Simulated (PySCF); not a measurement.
All numbers come from UPBE0 in PySCF with Nb def2-SVP with ECP28, Cl def2-SVP; scalar-relativistic core potentials, no spin–orbit coupling; density-fitted integrals.

```xyz
4
charge 0 multiplicity 3, angstrom
Nb    0.0675    0.0000    0.0000
Cl    2.3431    0.0000    0.0000
Cl   -1.2636    1.8677    0.0000
Cl   -1.2636   -1.8677    0.0000
```

NbCl3 (triplet), along the line from Nb1 (at 0) through Cl2 (at 2.276 Å). Core electrons replaced by a potential are absent, the electrostatic potential uses the reduced nuclear charge, and values within about 0.7 Å of such atoms have no physical meaning.

Q: Tabulate the fields along this line at 0.80, 0.91, 1.02, 1.14, 1.25, 1.37, 1.48, 1.59, 1.71, 1.82, 1.93, 2.05, 2.16, 2.39, 2.50, 2.62, 2.73, 2.84, 2.96, 3.07, 3.19, 3.30, 3.41, 3.53, 3.64 Å.

A: 
```
distance (Å)  electron density (e/Å³)  spin density (e/Å³)  electron localisation function  electrostatic potential (V)
        0.80                     1.65                0.172                           0.645                         39.5
        0.91                     1.01                0.101                             0.4                         27.5
        1.02                    0.731               0.0569                           0.276                         20.4
        1.14                    0.671               0.0301                            0.34                         16.5
        1.25                    0.763               0.0135                           0.576                         15.4
        1.37                    0.984              0.00181                           0.776                         17.4
        1.48                     1.31             -0.00801                           0.835                         23.4
        1.59                     1.69              -0.0167                           0.772                         35.7
        1.71                     2.02              -0.0218                           0.414                         58.2
        1.82                     2.67              -0.0187                          0.0941                         98.3
        1.93                     8.19              -0.0051                           0.326                          174
        2.05                       46             -0.00802                           0.855                          361
        2.16                      183               -0.118                            0.48                         1150
        2.39                      184              -0.0518                           0.486                         1150
        2.50                     46.1             -0.00272                           0.855                          361
        2.62                     8.16            -0.000145                           0.319                          174
        2.73                     2.63             -0.00219                             0.1                         97.3
        2.84                      1.9             -0.00288                           0.451                         56.9
        2.96                     1.49             -0.00242                           0.824                         33.7
        3.07                     1.05             -0.00172                           0.894                         20.1
        3.19                    0.691             -0.00128                           0.892                           12
        3.30                    0.438             -0.00108                           0.863                         7.26
        3.41                    0.276            -0.000981                           0.806                         4.39
        3.53                    0.175            -0.000882                           0.725                         2.65
        3.64                    0.113            -0.000753                           0.635                         1.59
```

On a grid of 0.11 Å the density has a local minimum along the bond near 1.14 Å from Nb, at 0.67 e/Å³, where the ELF is 0.34.

With open d or f shells other occupations or spin states may lie lower.
